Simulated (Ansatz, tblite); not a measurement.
Cost and result up the ladder for Ti₄S₃⁺ (the lowest doublet isomer of a short search) (7 atoms). The state is a doublet with charge 1. Geometry: PBE-D4/def2-SVP.

```
atom   x (Å)   y (Å)   z (Å)
 Ti1   1.203   0.378  -1.193
 Ti2   1.117   0.210   1.316
 Ti3  -1.308   0.554  -0.010
 Ti4   0.312  -1.704  -0.105
  S5   0.385   2.136   0.160
  S6  -0.791  -0.665  -1.919
  S7  -0.917  -0.910   1.752
```

Ansatz on 4 threads of Arm Neoverse V2 on a shared host; xTB runs through tblite on one thread. Times are rough, summed over both states, and most runs start from the orbitals of an earlier one. No level here is sound enough to serve as a yardstick. The other state is a quartet at its own geometry.

The xTB rows come from tblite. The structure comes from a short search, and lower isomers may exist.

Run but left out: HF/def2-TZVP, r2SCAN-D4/def2-TZVP, PBE0-D4/def2-TZVP, MP2/def2-TZVP (doublet: ⟨S²⟩ 1.76 to 4.42, where a pure state has 0.75).

xTB has no spin-polarisation term.

```
                level  functions  quartet − doublet (eV)                                  remarks
LDA (SPW92)/def2-TZVP        291                    0.50                                        –
  revPBE-D4/def2-TZVP        291                    0.26  spin-contaminated (⟨S²⟩ 0.83) (doublet)
             GFN2-xTB         63                   -0.33                                        –
             GFN1-xTB         63                    0.18                                        –
     PBE-D4/def2-TZVP        291                    0.29                                        –
```

(1) Estimate how long each takes.

Answers

(1) GFN2-xTB 0.033 s; GFN1-xTB 0.035 s; LDA (SPW92)/def2-TZVP 21 s; PBE-D4/def2-TZVP 72 s; revPBE-D4/def2-TZVP 73 s. On shared hardware such times vary by a factor of up to 3.
